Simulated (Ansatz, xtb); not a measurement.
**Relaxing a trial structure of AlBH4OSi**

The starting geometry of this gas-phase singlet was built from a drawn formula by distance geometry and a force field; its bonds are those of `B1[O][AlH][SiH2]1`.

```xyz
8

Al   -2.9163   -0.8901   -1.3310
B    -1.2729   -2.4282    0.0421
O    -2.4537   -2.6118   -0.8428
Si   -2.0065   -0.6912    0.6854
H    -0.1624   -2.7301   -0.0473
H    -2.7391   -0.0594   -2.6696
H    -0.9525    0.3284    0.7646
H    -2.9189   -0.7997    1.8086
```

Q: Where would you expect an optimisation with r2SCAN-D4/def2-SVP to take it?

A: It keeps its bonds, and is `B1[O][AlH][SiH2]1`.

The energy falls by 1.80 eV over 11 steps:

| step | E − E(last) (eV) |
| --- | --- |
| 1 | 1.795 |
| 2 | 0.523 |
| 3 | 0.198 |
| 4 | 0.068 |
| 5 | 0.023 |
| 7 | 0.001 |
| 8 | 0.001 |
| 9 | 0.001 |
| 10 | 0.000 |
| 11 | 0.000 |

Final geometry (Å):

```csv
atom,x (Å),y (Å),z (Å)
Al,-2.7080,-0.7976,-1.4480
B,-1.2776,-2.3265,-0.1169
O,-1.9561,-2.4153,-1.2899
Si,-1.8625,-0.5426,0.7955
H,-0.4955,-3.1921,0.2189
H,-3.3517,-0.3921,-2.8403
H,-0.8872,0.5123,1.2133
H,-2.8837,-0.7282,1.8773
```

From the same start GFN2-xTB reaches the same bonding as this run.

The end wasn't checked by frequencies. Run with Ansatz 0.2.0, 28 s on 2 threads of Arm Neoverse V1 (shared host).
